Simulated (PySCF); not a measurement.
FH3HfS3, SMILES [F][Hf]([SH])([SH])[SH], multiplicity 1. Geometry: PBE-D3(BJ)/def2-SVP. The multiplicity is an assumed one; no other spin state was optimised. The structure was generated by enumeration; whether it is a known compound was not checked. The def2 effective core potentials stand for the cores of Hf; spin–orbit coupling is left out. Other conformers were not sampled.

Computed equilibrium geometry at PBE-D3(BJ)/def2-SVP (PySCF confirms it by a frequency run) as Cartesian coordinates in Å (one conformer of several):
```xyz
8

Hf     0.1441    -0.1620    -0.0038
F      1.3365    -1.6575     0.0861
S      0.9885     1.7921     1.1829
H      1.3847     1.0144     2.2369
S     -0.2498     0.5445    -2.3079
H     -1.5215     0.8992    -1.9524
S     -2.0052    -0.6737     1.0436
H     -2.0015    -1.9353     0.5134
```
Charge 0, spin multiplicity 1.
